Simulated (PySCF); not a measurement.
PySCF 2.14 output of an unrestricted BHandHLYP calculation on a single atom or ion in x2c-TZVPPall (3s2p1d, 14 functions), with the spin-free X2C one-electron Hamiltonian (Gaussian nucleus):

```
SCF conv_tol = 1e-09
number electrons alpha = 1  beta = 1
    A. D. Becke.,  J. Chem. Phys. 98, 1372 (1993)
    Defined through Gaussian implementation.
cycle= 1 E= -2.90388302593666  delta_E= -0.000354  |g|= 0.00235  |ddm|= 0.0239
cycle= 2 E= -2.90388419613065  delta_E= -1.17e-06  |g|= 0.000153  |ddm|= 0.00148
cycle= 3 E= -2.90388420008708  delta_E= -3.96e-09  |g|= 4.99e-06  |ddm|= 7.61e-05
cycle= 4 E= -2.90388420009336  delta_E= -6.28e-12  |g|= 2.68e-10  |ddm|= 2.03e-06
converged SCF energy = -2.90388420009336  <S^2> = 0  2S+1 = 1
```

The run itself started from symmetry-adapted Hartree-Fock orbitals and held the occupation by maximum overlap, on a logarithmic radial grid, so the iterations belong to that start.

Task: Which element, charge and spin multiplicity is this?

Result: He (helium, neutral), multiplicity 1; the state was 1s2, closed-shell 1S.
